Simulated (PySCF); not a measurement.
Molecule: C2Cl5, charge 0, multiplicity 2. It need not be the lowest isomer of its formula. SMILES: Cl[C](Cl)C(Cl)(Cl)Cl
Coordinates optimised at B3LYP-D3(BJ)/def2-TZVP (Ansatz):
```
C
C 1 1.4945
Cl 2 1.7024 1 119.08
Cl 2 1.7024 1 119.08 3 -154.14
Cl 1 1.7828 2 110.77 3 -42.56
Cl 1 1.7828 2 110.77 3 -163.30
Cl 1 1.8242 2 109.70 3 77.07
```
Charge 0, spin multiplicity 2.

Dispersion corrections to the total energy (kcal/mol) from the dftd3 and dftd4 libraries through PySCF: D3(BJ) without and D4 with the three-body term, each with the damping fitted for the functional named.

```tsv
functional	D3(BJ)	D4
revPBE	-19.91	?
BHLYP	-12.82	-12.02
B2GP-PLYP	-6.90	-3.93
PW6B95	?	-7.24
HF	-52.67	-29.47
B3LYP	-15.65	-14.91
PBE0	?	-7.76
```

Question: What belongs in the gaps?

Answer: 
- revPBE, D4: -24.86
- PW6B95, D3(BJ): -5.13
- PBE0, D3(BJ): -7.59
